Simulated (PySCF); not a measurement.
Cu: electron affinity

Cu⁻ [Ar] 3d10 4s2 (1S) → Cu [Ar] 3d10 4s1 (2S), as a difference of total energies. Computed with PySCF 2.14 in def2-TZVPPD (6s6p4d2f1g, 67 functions), with the non-relativistic Hamiltonian (point nucleus). Correlated levels: valence and next inner shell: [Ne] frozen. The calculations carry no spin-orbit coupling.

| method | electron affinity (eV) |
| --- | --- |
| UHF | -0.279 |
| MP2 (valence and next inner shell) | 0.678 |
| SCS-MP2 (valence and next inner shell) | 0.708 |
| CCSD (valence and next inner shell) | 0.767 |
| CCSD(T) (valence and next inner shell) | 0.931 |

These non-relativistic numbers lack the scalar-relativistic shift.

Errors of the correlated levels include the incompleteness of this basis and the frozen core.

A negative affinity means that the anion lies above the atom at that level of theory.

For comparison: 1.236 eV (measured; photodetachment measurements, as compiled on the Wikipedia data page of electron affinities).
